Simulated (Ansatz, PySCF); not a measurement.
Gas-phase reaction (SMILES): [CH3][Ga]([CH3])[Br] + F (HF) → [CH3][Ga]([CH3])[F] + Br (HBr); hydrogen fluoride cleaves one Ga-Br bond, a model of a ligand-exchange step.

Structures are relaxed separately at B3LYP-D3(BJ)/def2-TZVP in Ansatz (an electronic-structure program). Cores are frozen in the correlated levels unless marked. No spin-orbit coupling. The frozen core is the preceding noble-gas configuration, with the filled d and f shells of earlier blocks. Non-relativistic. Basis-set limits of correlation are two-point, X^-3; Hartree-Fock from the larger set. Thermal terms are rigid-rotor harmonic-oscillator values from B3LYP-D3(BJ) frequencies (Ansatz or PySCF) at 298.15 K and 1 atm. 1 Eh = 627.5095 kcal/mol.

| species | E, CCSD(T)/CBS(aug-cc-pVTZ,aug-cc-pVQZ) (Ansatz) (Eh) | E, r2SCAN-D4/def2-TZVPD (Ansatz + dftd4) (Eh) | H - E (Eh) |
|---|---|---|---|
| [CH3][Ga]([CH3])[Br] | -4575.83211 | -4578.86148 | 0.08087 |
| F (HF) | -100.39216 | -100.44728 | 0.01259 |
| [CH3][Ga]([CH3])[F] | -2102.92723 | -2104.55328 | 0.08145 |
| Br (HBr) | -2573.28283 | -2574.74145 | 0.00927 |

Q: Work out ΔE and ΔH at 298.15 K at the first level, then ΔH at the second.

A: 
1. ΔE = [(-2102.92723) + (-2573.28283)] - [(-4575.83211) + (-100.39216)] = 0.01421 Eh = 8.9 kcal/mol at CCSD(T)/CBS(aug-cc-pVTZ,aug-cc-pVQZ).
2. The terms H - E add up to -0.00274 Eh, so ΔH = (0.01421 + (-0.00274))×627.5095 = 7.2 kcal/mol.
3. At r2SCAN-D4/def2-TZVPD the same steps give ΔE = 8.8 and ΔH = 7.1 kcal/mol, a shift of -0.1 from the first level.
4. These values are not checked against measurement here, since the tables used lack a sound gas-phase enthalpy of formation for at least one species.
